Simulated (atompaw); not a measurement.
## Reading a pseudo-wave (strontium)

Columns: radius, all-electron u(r) and pseudo u(r) of the 4d shell (level -2.17 eV) of strontium in the configuration [Ar] 3d10 4s2 4p6 4d0 5s1 5p1; PBE, scalar-relativistic, PAW (atompaw) scheme, atompaw 4.2.0.5.

```
r (bohr)  all-electron  pseudo
   0.115       -0.0779  0.0004
   0.231       -0.1940  0.0028
   0.346       -0.2159  0.0092
   0.462       -0.1602  0.0214
   0.577       -0.0674  0.0400
   0.692        0.0364  0.0659
   0.808        0.1380  0.0993
   0.923        0.2289  0.1389
   1.038        0.3077  0.1838
   1.154        0.3742  0.2328
   1.269        0.4276  0.2832
   1.385        0.4698  0.3336
   1.500        0.5015  0.3813
   1.615        0.5246  0.4247
   1.731        0.5404  0.4626
   1.846        0.5500  0.4933
   1.962        0.5547  0.5167
   2.077        0.5555  0.5323
   2.192        0.5531  0.5409
   2.308        0.5482  0.5432
   2.423        0.5414  0.5403
   2.538        0.5332  0.5337
   2.654        0.5237  0.5244
   2.769        0.5135  0.5139
   2.885        0.5027  0.5028
   3.000        0.4916  0.4916
```

Task: How many radial nodes do the two functions have?

Result: The all-electron 4d function has n − l − 1 = 1; the pseudo-wave has 0, since the states of the same l below it are removed with the core.

Task: Is the pseudo-wave norm-conserving?

Result: No, it belongs to a PAW set: the norm inside the radius is not constrained, and the difference is carried by the augmentation charge.
